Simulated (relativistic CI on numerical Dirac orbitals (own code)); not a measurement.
A reference radial Dirac CI calculation of Ir+ gave the lowest total energy -17813.29501 Ha in 36 SCF steps, from this input:

```
atom Ir  Z=77  charge=1  electrons=76
nucleus A=193  rms_radius_fm=5.4032
hamiltonian dirac-coulomb  breit=on  qed=on  c_scale=1
orbitals kli  potential=per-configuration
slater_scale 1
correlation none
mixing on
grid step=0.0125 r_max=129.7
scf mixing=0.4 start=green max_iterations=150 tolerance=2e-08 node_fill=0.05
configurations
  [Xe] 4f14 5d7 6s
  [Xe] 4f14 5d8
  [Xe] 4f14 5d6 6s2
end
```

One setting was then changed, and the output read:

```
SCF 1: [Xe] 4f14 5d7 6s
 iter      energy (Ha)   residual   last orbital (Ha)
    1    -17814.230670   3.11e+00     -1.12579
    2    -17843.114771   6.56e-01     -0.67036
    3    -17844.309327   2.76e-01     -0.59273
    4    -17844.546897   1.22e-01     -0.60801
    5    -17844.561235   1.18e-02     -0.59307
    6    -17844.561099   2.67e-03     -0.59028
    7    -17844.561084   2.02e-03     -0.58981
    8    -17844.560694   9.41e-04     -0.58913
    9    -17844.560836   1.66e-04     -0.58934
   10    -17844.560814   1.31e-06     -0.58932
   11    -17844.560815   3.15e-07     -0.58932
   12    -17844.560815   7.75e-09     -0.58932
SCF 2: [Xe] 4f14 5d8
 iter      energy (Ha)   residual   last orbital (Ha)
    1    -17812.656322   3.15e+00     -2.11313
    2    -17843.137108   6.53e-01     -0.81402
    3    -17844.345514   2.76e-01     -0.62105
    4    -17844.581138   1.27e-01     -0.67352
    5    -17844.598691   9.60e-03     -0.64024
    6    -17844.600571   4.10e-03     -0.64755
    7    -17844.600730   3.56e-03     -0.64618
    8    -17844.600102   2.04e-03     -0.64411
    9    -17844.600354   3.86e-05     -0.64469
   10    -17844.600356   8.67e-06     -0.64472
   11    -17844.600358   5.39e-07     -0.64472
   12    -17844.600358   5.36e-09     -0.64472
SCF 3: [Xe] 4f14 5d6 6s2
 iter      energy (Ha)   residual   last orbital (Ha)
    1    -17815.644899   3.01e+00     -1.12579
    2    -17842.981300   6.61e-01     -0.68921
    3    -17844.209284   2.73e-01     -0.61512
    4    -17844.442301   1.34e-01     -0.63256
    5    -17844.453072   8.53e-03     -0.61787
    6    -17844.453479   3.05e-03     -0.61574
    7    -17844.453195   6.57e-04     -0.61507
    8    -17844.453024   5.64e-04     -0.61481
    9    -17844.453114   1.02e-04     -0.61494
   10    -17844.453100   3.57e-06     -0.61493
   11    -17844.453100   7.77e-07     -0.61493
   12    -17844.453100   6.76e-09     -0.61493
orbital energies (Ha): 4f5/2 -2.7830  4f7/2 -2.6690  5s -3.9735  5p1/2 -2.7589  5p3/2 -2.2678  5d3/2 -0.6853  5d5/2 -0.6397  6s -0.5893
configuration averages (Ha): Dirac-Coulomb, Breit, QED
  5d7 6s                      -17844.560815   19.761725   13.458514
  5d8                         -17844.600358   19.760913   13.457420
  5d6 6s2                     -17844.453100   19.762580   13.459726
levels: no., configuration, term, J, E (cm-1), weight
   1 5d7 6s                 5F   5                0.0  0.93
   2 5d8                    3F   4             4500.9  0.78
   3 5d7 6s                 5F   4             4776.1  0.80
   4 5d8                    3P   2             5054.0  0.31
   5 5d7 6s                 5F   3             7955.6  0.91
   6 5d7 6s                 5F   2             9621.4  0.77
   7 5d7 6s                 5F   1            10193.7  0.51
   8 5d8                    3F   3            11001.8  0.87
   9 5d7 6s                 5F   1            12245.1  0.36
  10 5d8                    3F   2            12445.1  0.41
  11 5d8                    3P   0            13182.6  0.52
  12 5d7 6s                 3F   4            15233.5  0.47
  13 5d7 6s                 5P   3            15586.3  0.89
  14 5d7 6s                 5P   2            18077.0  0.36
lowest total energy -17811.472615 Ha
end: converged
```

Which setting was changed?
A. configuration list
B. nuclear radius
C. start potential
D. charge

B. The nuclear radius 7.0242 fm.
